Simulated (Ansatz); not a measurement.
**A geometry optimisation of F2GeHSi+ with PBE0-D3(BJ)/def2-SVP**

The starting geometry of this gas-phase singlet was optimised with GFN2-xTB.

```xyz
5

F    -2.5615   -0.0383    0.1467
F     0.3698    1.3833   -0.7995
Ge   -1.2657   -0.9188   -0.6261
Si    0.4830    0.6234    0.6254
H     1.1884    1.6760    1.3832
```

Task: Predict what it relaxes into with PBE0-D3(BJ)/def2-SVP.

Result: New bonds form, giving a structure with F1 bridging Si4 and Ge3, given below by its coordinates. Distances that change by over a tenth: F1–Ge3 (1.75 → 2.10 Å). Contacts that close: F1–Si4 (3.15 → 1.75 Å), Ge3–Si4 (2.65 → 2.43 Å).

The energy falls by 0.75 eV over 20 steps:

```
step  E − E(last) (eV)
   1             0.748
   3             0.678
   5             0.611
   7             0.538
   9             0.498
  12             0.042
  14             0.009
  16             0.001
  18             0.000
  20             0.000
```

Final geometry (Å):

```yaml
atoms:
  - { symbol: F, position_ang: [-1.6714, 0.5888, 0.3221] }
  - { symbol: F, position_ang: [0.4031, 1.6462, -0.9746] }
  - { symbol: Ge, position_ang: [-1.1698, -1.3213, -0.3913] }
  - { symbol: Si, position_ang: [0.0790, 0.6608, 0.2360] }
  - { symbol: H, position_ang: [0.5731, 1.1511, 1.5375] }
```

Frequencies at the end are all real (lowest 130 cm⁻¹). Run with Ansatz 0.2.0, 33 s on 1 thread of Intel(R) Xeon(R) 6975P-C (Granite Rapids) (shared host).
